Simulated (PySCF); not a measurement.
Species: C5H6NOPSi.
SMILES with atom numbers: `[O:1]=[CH:2][c:3]1[p:4][cH:5][n:6][cH:7][c:8]1[SiH3:9]` (hydrogens: H10 on C2; H11 on C5; H12 on C7; H13, H14, H15 on Si9)

Theory: TDDFT CAM-B3LYP/def2-SVPD, vertical, gas phase, core orbitals frozen in the response (PySCF). Geometry: GFN2-xTB, one conformer, isolated molecule. Torsions of this conformer, `[O:1]=[CH:2][c:3]1[p:4][cH:5][n:6][cH:7][c:8]1[SiH3:9]`: O1–C2–C3–P4 180°.

Orbital energies (eV): HOMO-3 -10.01, HOMO-2 -9.58, HOMO-1 -9.08, HOMO -8.94, LUMO -2.13, LUMO+1 -1.05, LUMO+2 1.02.

Computed singlets:

```csv
state,E (eV),f
S1,3.39,0.0031
S2,3.72,0.0005
S3,4.06,0.0001
S4,4.19,0.118
S5,4.44,0.0018
S6,5.06,0.019
S7,5.45,0.012
S8,5.60,0.308
```

**Question.** Which orbital pair leads each of S1, S2, S3, S4, S5 and S7, and how does its energy difference Δε compare with the excitation energy?

**Answer.** 

```csv
state,leading configuration,weight,Δε (eV),E (eV),E − Δε (eV),f,other configurations
S1,HOMO→LUMO,0.95,6.80,3.39,-3.42,0.0031,–
S2,HOMO-2→LUMO,0.80,7.44,3.72,-3.72,0.0005,–
S3,HOMO→LUMO+1,0.97,7.89,4.06,-3.83,0.0001,–
S4,HOMO-1→LUMO,0.88,6.94,4.19,-2.75,0.118,–
S5,HOMO-3→LUMO,0.96,7.87,4.44,-3.43,0.0018,–
S7,HOMO-3→LUMO+1,0.91,8.96,5.45,-3.51,0.012,–
```

E − Δε runs from -3.83 to -2.75 eV. 

H and L stand for HOMO and LUMO. The other states: S6 5.06 eV, f 0.019, H-4→L (50%), H-1→L+1 (43%); S8 5.60 eV, f 0.308, H-1→L+1 (46%), H-4→L (44%).

**Question.** Pair triplets and singlets of the same leading configuration (75% or more in both) and give the splittings.

**Answer.** 

| configuration | triplet | E(T) (eV) | singlet | E(S) (eV) | E(S) − E(T) (eV) |
| --- | --- | --- | --- | --- | --- |
| HOMO-1→LUMO | T1 | 2.88 | S4 | 4.19 | +1.31 |
| HOMO→LUMO | T2 | 2.95 | S1 | 3.39 | +0.44 |

The 3 triplets are Tamm–Dancoff values, the singlets full response.

Summed over the main configurations (up to three a state, each over 8%) of all 8 singlets, the electron leaves HOMO with weight 1.92, HOMO-3 with weight 1.87, HOMO-1 with weight 1.77 and HOMO-4 with weight 0.93.
